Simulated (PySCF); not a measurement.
ethylene carbonate (C₃H₄O₃), SMILES C1COC(O1)=O. Geometry optimised at B3LYP-D3(BJ)/def2-SVP. One conformer was computed; it need not be the lowest.

Computed equilibrium geometry at B3LYP-D3(BJ)/def2-SVP (PySCF confirms it by a frequency run) as a Z-matrix, and its point group (one conformer of several):
point group C2.
```
C
H 1 1.0985
H 1 1.1030 2 109.17
O 1 1.4248 2 109.37 3 119.49
C 4 1.3589 1 109.92 2 139.87
O 5 1.1877 4 125.14 1 172.09
O 5 1.3589 6 125.14 4 180.00
C 7 1.4248 5 109.92 6 172.09
H 8 1.0985 7 109.37 5 139.87
H 8 1.1030 9 109.17 7 -119.49
```
